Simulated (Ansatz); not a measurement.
Two isomers of C2H6OSi: A = `C1C[SiH2]O1`, B = `[SiH3]C1CO1`.

Program: Ansatz. Geometries: PBE0-D4/def2-TZVP. ΔE: electronic, gas phase. CBS: MP2 limit from def2 TZ/QZ plus the TZ coupled-cluster correction, frozen cores. Functionals use def2-TZVPP.

Problem. Which is lower in electronic energy at CCSD(T)/CBS, and by how much? (Estimate.)

Solution. The calculation gave: A, by 185.7 kJ/mol.

Problem. Give E(B) − E(A) in kJ/mol with CCSD(T)/def2-SVP, CCSD(T)/def2-TZVPP, B2PLYP, PBE0-D4, MP2/def2-TZVPP, PBE-D4, r2SCAN-D4. (Best estimate.)

Solution. The calculation gave: CCSD(T)/def2-SVP 159.8, CCSD(T)/def2-TZVPP 182.6, B2PLYP 181.5, PBE0-D4 178.3, MP2/def2-TZVPP 187.7, PBE-D4 167.1, r2SCAN-D4 177.8. None reverses the order clearly.

Problem. Does the order hold for the free energy at 298.15 K (harmonic terms from PBE0-D4)? (An estimate is asked.)

Solution. The calculation gave: Yes: G(B) − G(A) = +173.4 kJ/mol.

Largest T1 diagnostic: 0.012.

Leaving LDA and LC-ωPBE aside and taking each functional with its dispersion term where it has one, the values, not all of them listed here, spread over 24.7 kJ/mol, from revPBE-D4 to BHLYP-D4. LDA lies +12.8 kJ/mol from PBE without D4. From BLYP to BHLYP (50 % exact exchange), in def2-TZVPP and without D4, E(B) − E(A) moves by +22.9 kJ/mol.
